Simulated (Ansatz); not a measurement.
Calculated with Ansatz (gas phase, PBE0-D4/def2-TZVP geometries, no zero-point term in ΔE). CCSD(T)/CBS adds triple-zeta CCSD(T) − MP2 to the extrapolated MP2 energy (def2 sets, frozen cores). This one scheme is used for every species, atoms too. DFT in def2-TZVPP. B3LYP here is the variant with VWN-RPA as its local correlation; programs differ in this. No spin–orbit coupling; open shells (•) take unrestricted orbitals. Spin–orbit coupling would lower the free atoms: a little for Al, Cl, Si. Each species was taken in one conformer, which may not be the lowest.

Consider the atomization: `[NH2][AlH][SiH2][SiH2]Cl` → Al• + Cl• + 7 H• + N• + 2 Si•.

(1) What is ΔE at CCSD(T)/CBS? (Estimate.)

(2) What do these levels give: PBE-D4, r2SCAN-D4, B3LYP-D4, B2PLYP, PBE, r2SCAN, B3LYP, HF/def2-TZVPP, MP2/def2-TZVPP, SCS-MP2/def2-TZVPP, CCSD/def2-TZVPP, HF/CBS(def2)? (Estimate.)

Largest T1 diagnostic among the species: 0.018.

Answers

(1) The calculation gave: +3623.0 kJ/mol.

(2) The calculation gave: PBE-D4 3609.0, r2SCAN-D4 3615.1, B3LYP-D4 3606.6, B2PLYP 3550.5, PBE 3577.1, r2SCAN 3607.1, B3LYP 3554.8, HF/def2-TZVPP 2647.4, MP2/def2-TZVPP 3514.7, SCS-MP2/def2-TZVPP 3538.6, CCSD/def2-TZVPP 3463.3, HF/CBS(def2) 2656.0 kJ/mol.

The D4 term adds +51.7 kJ/mol with B3LYP and +27.8 kJ/mol with PBE0; it sums over pairs of atoms, weighted by their polarisabilities, and B3LYP, whose exchange is more repulsive, gets the larger term. From PBE to PBE0 (25 % exact exchange), in def2-TZVPP and without D4, ΔE moves by −24.3 kJ/mol: exact exchange takes away binding that semilocal exchange gives to molecules.

For atomizations the MP2-based limit and the directly extrapolated one differ by several kJ/mol either way, and by 10 to 25 for some Ge, Se and Sn compounds, so smaller differences from it don't rank the levels.
